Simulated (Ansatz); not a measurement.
Reaction (substitution at a C–C bond): `ClCCI` + `O[SiH3]` → `[SiH3]OCI` + `CCl`

Program: Ansatz. Geometries: PBE0-D4/def2-TZVP. ΔE: electronic, gas phase. CCSD(T)/CBS is the MP2 limit (def2-TZVPP, def2-QZVPP) plus CCSD(T) − MP2 in def2-TZVPP, frozen cores. This one scheme is used for every species. DFT in def2-TZVPP. def2 core potentials past Kr. For I outer-core shells are correlated without core-valence functions, which leaves a few kJ/mol of doubt a bond. One conformer a species, not always the lowest.

```json
{"level": "r2SCAN-D4", "ΔE (kcal/mol)": "11.6"}
{"level": "ωB97M-V", "ΔE (kcal/mol)": "12.8"}
{"level": "PBE0", "ΔE (kcal/mol)": "12.5"}
{"level": "HF/def2-TZVPP", "ΔE (kcal/mol)": "12.2"}
{"level": "SCS-MP2/def2-TZVPP", "ΔE (kcal/mol)": "14.4"}
{"level": "HF/def2-QZVPP", "ΔE (kcal/mol)": "12.1"}
{"level": "MP2/CBS(def2)", "ΔE (kcal/mol)": "15.8"}
{"level": "CCSD/CBS(def2)", "ΔE (kcal/mol)": "14.3"}
```

**Question.** What does CCSD(T)/CBS give? (Estimate.)

**Answer.** Ansatz gave: +14.1 kcal/mol. The listed levels differ from it by -2.5, -1.3, -1.6, -1.9, 0.3, -2.0, 1.7, 0.2 kcal/mol.

Largest T1 diagnostic among the species: 0.011.

From PBE to PBE0 (25 % exact exchange), in def2-TZVPP and without D4, ΔE moves by +1.2 kcal/mol. In def2-TZVPP, CCSD(T) changes the Hartree–Fock value by +1.6 kcal/mol (the triples alone add −0.2 kcal/mol) and MP2 by +3.2 kcal/mol.
